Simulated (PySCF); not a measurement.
C4H6BFO, SMILES O1B(F)CC=CC1.

Coordinates come from a B3LYP-D3(BJ)/def2-SVP optimisation. The structure was generated by enumeration, and PubChem lists no compound with its InChIKey, so it may never have been made. One conformer was computed; it need not be the lowest.

Vertical ionisation energy (IE) and electron affinity (EA) in eV. Rows of orbital energies are one-electron estimates. Where ΔSCF, EOM or ADC give a negative EA the extra electron is unbound and the value depends on the basis.

| level | IE | EA |
|---|---|---|
| −ε(HOMO), −ε(LUMO), CAM-B3LYP/def2-TZVP (PySCF) | 8.68 | -1.32 |
| −ε(HOMO), −ε(LUMO), PBE/def2-TZVP (PySCF) | [?] | [?] |

### Question
Complete the blanks. (Estimate from the structure and the level; the computed values follow.)

### Answer

- −ε(HOMO), −ε(LUMO), PBE/def2-TZVP (PySCF), IE: 6.19
- −ε(HOMO), −ε(LUMO), PBE/def2-TZVP (PySCF), EA: 0.87
